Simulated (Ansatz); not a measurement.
Isolated molecules relaxed with PBE0-D4/def2-TZVP in Ansatz; ΔE leaves out vibrations. CBS: MP2 limit from def2 TZ/QZ plus the TZ coupled-cluster correction, frozen cores. Elements past krypton have def2 core potentials. For In, Se outer-core shells are correlated without core-valence functions, which leaves a few kJ/mol of doubt a bond. Scalar relativity is left out up to krypton. Each species was taken in one conformer, which may not be the lowest.

Reaction (redistribution): `[F][In]([F])[F]` + `C[Se][InH][Cl]` → `C[Se][In]([F])[F]` + `[F][InH][Cl]`

| species | SCS-MP2/def2-QZVPP energy (Eh) |
| --- | --- |
| `[F][In]([F])[F]` | -488.97759 |
| `C[Se][InH][Cl]` | -3090.26807 |
| `C[Se][In]([F])[F]` | -2829.47219 |
| `[F][InH][Cl]` | -749.78241 |

**Question.** Work out ΔE.

**Answer.** ΔE = (-2829.47219) + (-749.78241) − (-488.97759) − (-3090.26807) = -0.00894 Eh = -23.5 kJ/mol. CCSD(T)/CBS gives -24.9 kJ/mol.

Largest T1 diagnostic among the species: 0.018.

From BLYP to BHLYP (50 % exact exchange), in def2-TZVPP and without D4, ΔE moves by +3.3 kJ/mol. Leaving LDA and LC-ωPBE aside and taking each functional with its dispersion term where it has one, the values, not all of them listed here, spread over 6.1 kJ/mol, from BLYP-D4 to PBE-QIDH.
